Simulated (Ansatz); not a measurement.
Species: sum formula NiClF (charge 0, triplet). The spin state was set by rule; other spins were not relaxed. SMILES: [Ni]([Cl])[F]
Coordinates optimised at B3LYP-D3(BJ)/def2-TZVP (Ansatz, a first-principles code):
```
Ni
F 1 1.7294
Cl 1 2.0609 2 180.00
```
Charge 0, spin multiplicity 3.

Quantity: atomisation energy (electronic, to ground-state atoms), in kJ/mol. Cores are frozen in the correlated levels unless marked. Open shells are spin-unrestricted. No spin-orbit coupling. Frozen are the shells of the preceding noble gas and the d and f shells that filled before the atom's block. No relativistic terms. 

```json
[
 {"level": "revPBE-D4/def2-TZVPD", "program": "Ansatz + dftd4", "atomisation energy (kJ/mol)": "816.2"},
 {"level": "PBE0/STO-3G", "program": "Ansatz", "atomisation energy (kJ/mol)": "863.4"},
 {"level": "PBE0-D4/def2-TZVPD", "program": "Ansatz + dftd4", "atomisation energy (kJ/mol)": "797.9"},
 {"level": "PBE0/def2-TZVPD", "program": "Ansatz", "atomisation energy (kJ/mol)": "794.0"},
 {"level": "B2PLYP/def2-TZVPD", "program": "Ansatz", "atomisation energy (kJ/mol)": "816.0"},
 {"level": "RI-MP2/def2-QZVPPD", "program": "Ansatz", "atomisation energy (kJ/mol)": "866.6"}
]
```

The Hartree-Fock reference is unstable (checked in the largest basis), which strains HF and MP2.
